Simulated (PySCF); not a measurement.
How methods differ on the ionisation energy of Ag³⁺

Ag³⁺ [Kr] 4d8 [4d3/2^4 4d5/2^4, M_J = 4] → Ag⁴⁺ [Kr] 4d7 [4d3/2^4 4d5/2^3, M_J = 9/2], as a difference of total energies. All numbers are calculated (PySCF 2.14, the two-component X2C-1e Hamiltonian, in x2c-TZVPPall-2c (8s9p7d2f1g, 93 functions)). Correlated levels: [Ar] 3d10 frozen; the 6 highest virtual spinors dropped. "Screened" scales the spin-orbit matrix elements by Boettger's factors to mimic the two-electron term; Breit and QED terms are absent.

```tsv
method	ionisation energy (eV)
GHF (spin-free)	48.585
GMP2 (spin-free)	50.096
GHF (screened spin-orbit)	48.495
GMP2 (screened spin-orbit)	50.003
```

**Question.** How much does correlation contribute at GMP2 (screened spin-orbit)?

**Answer.** 50.003 − (48.495) = 1.508 eV, measured against GHF (screened spin-orbit).

The spin-free rows relax to the high-spin LS determinant and lack the spin-orbit shift.

Errors of the correlated levels include the incompleteness of this basis and the frozen core.

The labels give the starting determinants; with spin-orbit coupling the two ends relaxed to ⟨J²⟩ = 20.01, ⟨L²⟩ = 12.08, ⟨S²⟩ = 2.00 and ⟨J²⟩ = 24.76, ⟨L²⟩ = 12.28, ⟨S²⟩ = 3.67.

For comparison: 49 ± 1.7 eV (theoretical estimate listed by NIST; NIST Atomic Spectra Database, ionization energies).
